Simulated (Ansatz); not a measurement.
`F[SiH]([SiH3])[CH2][AlH2]` and `C[SiH](F)[SiH3]` differ in one atom or group.

Ansatz, PBE0-D4/def2-TZVP geometries, multiplicity 1. Each molecule was computed in one conformer, which needn't be the lowest.

```
                                          property  `F[SiH]([SiH3])[CH2][AlH2]`
           HOMO–LUMO gap (ωB97M-V/def2-TZVPP) / eV                        10.94
             HOMO energy (ωB97M-V/def2-TZVPP) / eV                       -10.21
                HOMO energy (PBE0/def2-TZVPP) / eV                        -8.07
size of the dipole moment (ωB97M-V/def2-TZVPP) / D                         0.37
             HOMO–LUMO gap (B3LYP/def2-TZVPP) / eV                         6.76
             LUMO energy (ωB97M-V/def2-TZVPP) / eV                         0.73
```

What does the change do to each property? (Estimate.)

The calculation gave: 
```tsv
property	`C[SiH](F)[SiH3]`	shift
HOMO–LUMO gap (ωB97M-V/def2-TZVPP) / eV	11.69	0.75
HOMO energy (ωB97M-V/def2-TZVPP) / eV	-10.13	0.08
HOMO energy (PBE0/def2-TZVPP) / eV	-8.07	0.00
size of the dipole moment (ωB97M-V/def2-TZVPP) / D	1.58	1.21
HOMO–LUMO gap (B3LYP/def2-TZVPP) / eV	7.49	0.73
LUMO energy (ωB97M-V/def2-TZVPP) / eV	1.56	0.83
```

Dipoles are sizes alone; their direction can turn.

B3LYP here is the variant with VWN-RPA as its local correlation; programs differ in this.
